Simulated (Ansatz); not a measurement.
Ansatz (a program for electronic structure) input (B2PLYP/6-31+G*): A basis named .json is the Basis Set Exchange file of that set (core-valence sets with the plain set on hydrogen).

Ansatz 0.2 input:
```yaml
crystal:
  periodic: [false, false, false]
  atoms:
    - {symbol: B, position_ang: [-0.77657967, 0.03230627, -0.00413419]}
    - {symbol: N, position_ang: [0.60979542, -0.02536793, 0.00324630]}
    - {symbol: H, position_ang: [-1.39837774, -0.98543134, -0.02544751]}
    - {symbol: H, position_ang: [-1.31189213, 1.09818051, 0.01101914]}
    - {symbol: H, position_ang: [1.19719081, 0.79223349, 0.02089926]}
    - {symbol: H, position_ang: [1.12740949, -0.88893853, -0.00852404]}
basis:
  gaussian:
    orbitals: 6-31+G_.json
hamiltonian:
  xc: {name: B2PLYP}
magnetization: {spin_polarized: false}
correlation: {electrons: outside_noble_gas}
```

Output:

```
Functional definition: B2PLYP
integrals: 0.01 GiB planned
468 factors; integrals over basis functions are off by at most 9.3e-4 eV
mean field: 0.11 GiB planned
mean field evaluation 1: about -2223.6565 eV, gradient 4.3e1 eV
mean field evaluation 2: about -2223.6565 eV, gradient 4.3e1 eV
mean field evaluation 4: about -2227.3741 eV, gradient 3.5e0 eV
mean field evaluation 8: about -2227.4036 eV, gradient 5.2e-3 eV
mean field -2227.40361817 eV, -81.8555731795 hartree, gradient 3.1e-6 eV, S^2 0.000000; 0 other end points of the search recorded, 0 dependent functions left out
2 core orbitals not correlated
reference -2227.40379275 eV, -81.8555795951 hartree; 6, 6 occupied and 38, 38 virtual orbitals, 468 factors
second order -8.19414353 eV of doubles, -0.00000000 eV of singles
Total energy: -2229.61621151 eV, -81.9368844847 hartree
```
